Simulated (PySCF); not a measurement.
SMILES SCc1cccs1 (GFN2-xTB optimised geometry):

```
13

S     -1.757    -2.397     1.766
C     -1.458    -1.814     0.038
C     -0.542    -0.656     0.000
C      0.820    -0.656     0.000
C      1.372     0.644     0.000
C      0.425     1.614     0.007
S     -1.165     0.966     0.015
H     -2.264    -1.249     2.210
H     -2.429    -1.582    -0.397
H     -1.023    -2.678    -0.463
H      1.407    -1.556    -0.001
H      2.429     0.843    -0.006
H      0.555     2.678     0.008
```

Computed with PBE/def2-TZVP run with PySCF.

**Question.** What are the frontier orbital energies and the dipole moment?

**Answer.** HOMO-2 -6.33 eV, HOMO-1 -5.94 eV, HOMO -5.42 eV, LUMO -1.59 eV, LUMO+1 -0.68 eV; dipole moment 1.35 D.

Meta-Löwdin charges at PBE/def2-TZVP: S1 -0.10, C2 -0.26, C3 -0.12, C4 -0.16, C5 -0.15, C6 -0.27, S7 0.28, H8 0.10, H9 0.14, H10 0.15, H11 0.13, H12 0.13, H13 0.14.
